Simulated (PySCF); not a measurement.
# Two-component Hartree-Fock for Rb¹⁰⁺ (rubidium, charge +10)

Start: [Ar] 3d9; 3d3/2 filled at m_j = -3/2, -1/2, +1/2, +3/2; 3d5/2 filled at m_j = -3/2, -1/2, +1/2, +3/2, +5/2. Calculated with PySCF 2.14 in an even-tempered Gaussian basis (18 s from 0.64 bohr⁻², ratio 2.8; 13 p from 0.83 bohr⁻², ratio 2.8; 9 d from 0.83 bohr⁻², ratio 2.8; 4 f from 5.2 bohr⁻², ratio 3): generalised Hartree-Fock with the X2C-1e Hamiltonian and a Gaussian nucleus; spin-orbit coupling (SO) screened by Boettger's factors.

```csv
spinor shell,electrons,"ε, screened SO (eV)",weight of nominal j (screened SO),"rms radius, screened SO (bohr)"
1s1/2,2,-15495.3,1.000,0.0464
2s1/2,2,-2312.5,1.000,0.192
2p1/2,2,-2111.1,1.000,0.169
2p3/2,4,-2048.2,1.000,0.173
3s1/2,2,-533.49,1.000,0.536
3p1/2,2,-460.48,0.981,0.540
3p3/2,4,-447.92,0.990,0.550
3d3/2,4,-322.15,0.906,0.543
3d5/2,5,-319.24,0.925,0.546
```

```tsv
quantity	screened SO
E (hartree)	-2945.13282
M_J	5/2
⟨J²⟩	8.751
⟨L²⟩	6.004
⟨S²⟩	0.754
```

Each row is a mean over spinors that exchange with the open shell spreads, by up to 11.576 eV (3p3/2).

Breit and QED terms are absent; they matter most for the inner s and p1/2 levels.

Densities and radii are taken from the X2C orbitals without a picture-change correction, which distorts them close to the nucleus.
